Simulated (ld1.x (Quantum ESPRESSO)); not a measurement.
## What the settings do to the TM potential of scandium (Sc)

Base potential:

Sc (Z = 21), norm-conserving Troullier–Martins (Kleinman–Bylander form), made with ld1.x (Quantum ESPRESSO) 7.5 (BLYP, scalar-relativistic). Core [Ar], reference 3d1.5 4s1.5 4p0. Waves: 4s (bound): rc 2.25 bohr; 3d (bound): rc 2.35 bohr; 4p (bound, empty): rc 1.40 bohr. Local part: the p channel. Core correction: none.

Cutoffs, loose and tight: the cutoffs (Ry, on a coarse ladder) from which the occupation-weighted sum of valence levels, in a spherical-Bessel basis at the reference potential, stays within 10 and 1 mRy of its value at 400 Ry. They do not see the model core or the augmentation charge, which bear on the density cutoff. Test errors are all-electron minus pseudo excitation energies from the reference, over the configurations 3d1 4s2 4p0; 3d1 4s1 4p0; 3d1 4s0 4p0; 3d1 4s0 4p2; 3d1 4s1 4p1; 3d2 4s0 4p0; 3d0 4s2 4p1. A dash means not determined; rows that change the core or the reference have their own tests. The largest error is taken over the tests solved by every variant that gives reliable tests at all: 3d1 4s0 4p0; 3d1 4s1 4p0; 3d1 4s2 4p0; 3d2 4s0 4p0.

For the base: The cutoffs count occupied waves only; the empty 4p level needs 100 Ry at the loose tolerance.

A true bound ghost makes a file unfit for plane-wave use even where its test errors are small: the radial tests pick states by their node count and pass the ghost by. Where a test does run into it, the solver fails or the error is huge.

For the base: The 4p radius (1.40 bohr) lies inside the outermost node of the all-electron wave (1.51 bohr), which a nodeless pseudo-wave cannot match soundly.

| change | outcome | cutoff, loose | cutoff, tight | bound ghosts | largest test error (meV) |
| --- | --- | --- | --- | --- | --- |
| base | generated | 40 Ry | 45 Ry | s, d, p (extra level of the local part), f | +228 |
| wave 4s (bound): rc 2.25 bohr becomes 4s (bound): rc 1.74 bohr | generated | 70 Ry | 90 Ry | d, s, p (extra level of the local part), f | +332 |
| wave 4s (bound): rc 2.25 bohr becomes 4s (bound): rc 1.90 bohr | generated | 50 Ry | 70 Ry | s, d, p (extra level of the local part), f | +265 |
| wave 4s (bound): rc 2.25 bohr becomes 4s (bound): rc 2.18 bohr | generated | 40 Ry | 45 Ry | s, d, p (extra level of the local part), f | +222 |
| wave 4s (bound): rc 2.25 bohr becomes 4s (bound): rc 2.46 bohr | generated | 40 Ry | 45 Ry | s, d, p (extra level of the local part), f | +244 |
| wave 4s (bound): rc 2.25 bohr becomes 4s (bound): rc 2.70 bohr | generated | 40 Ry | 45 Ry | s, d, p (extra level of the local part), f | +251 |
| wave 4s (bound): rc 2.25 bohr becomes 4s (bound): rc 3.36 bohr | generated | 40 Ry | 45 Ry | s, d, p (extra level of the local part), f | +240 |

(1) What comes out with this change to the base: wave 4s (bound): rc 2.25 bohr becomes 4s (bound): rc 1.52 bohr?

## Answers

(1) outcome: generated; cutoff, loose: 200 Ry; cutoff, tight: over 300 Ry; bound ghosts: d, s, p (extra level of the local part), f; largest test error (meV): +365.

Reading the sweep of the s radius (base included, trends over the rows without a ghost): Bound ghosts are found at 1.52, 1.74, 1.9, 2.18, 2.25, 2.46, 2.7, 3.36 bohr. Every judged row has one, so this setting neither creates nor removes them.
